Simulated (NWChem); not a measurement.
Species: hydrogen selenide (H$_{2}$Se); SMILES [SeH2]

```xyz
3

Se     0.0000     0.0000     0.0820
H      1.0538     0.0000    -0.9617
H     -1.0538     0.0000    -0.9617
```
Atoms are numbered in this order, from 1.

All runs: NWChem. Pople sets run with spherical d functions. The geometry was optimised at PBE-D3(BJ)/def2-SVP. Static field.

Q: Order these by “isotropic polarisability (bohr³)”, lowest first: PBE/aug-cc-pVDZ; PBE/def2-TZVPD; PBE/def2-SVP; PBE/def2-TZVP.

A: PBE/def2-SVP (20.8), PBE/def2-TZVP (26.2), PBE/aug-cc-pVDZ (31.0), PBE/def2-TZVPD (32.9)
